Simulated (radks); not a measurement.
Gd I, configuration [Xe] 4f7 5d1 6s2. Method: scalar-relativistic Kohn-Sham, LDA (Slater exchange, VWN5 correlation), spin-unpolarised, spherical densities, finite nucleus; Fermi nuclear charge, rms radius 5.1569 fm; hard spherical wall at 7 bohr; computed with a radial shooting solver on a logarithmic mesh with Libxc functionals.

Radial electron density D(r) = 4 pi r^2 rho(r):

```
   r/bohr * D(r) (the largest magnitude, 111, reaches the edge; | marks zero)
 0.003312 |            *
 0.004453 |                 *
  0.00594 |                        *
 0.007922 |                                *
  0.01057 |                                      *
  0.01409 |                                         *
   0.0188 |                                        *
  0.02507 |                                     *
  0.03344 |                                     *
   0.0446 |                                             *
  0.05948 |                                                      *
  0.07997 |                                                     *
   0.1067 |                                           *
   0.1423 |                                           *
   0.1897 |                                                 *
   0.2531 |                                     *
   0.3375 |                     *
   0.4502 |                      *
   0.6004 |                      *
   0.8008 |            *
    1.068 |      *
    1.425 |    *
    1.915 | *
    2.555 |*
    3.407 |*
    4.544 *
    6.061 *
```

D(r) has 4 maxima, at r = 0.0151, 0.0676, 0.188, 0.516 bohr, and minima at 0.0290, 0.124, 0.372 bohr, inside which lie 1.93, 11.18, 29.35 electrons.
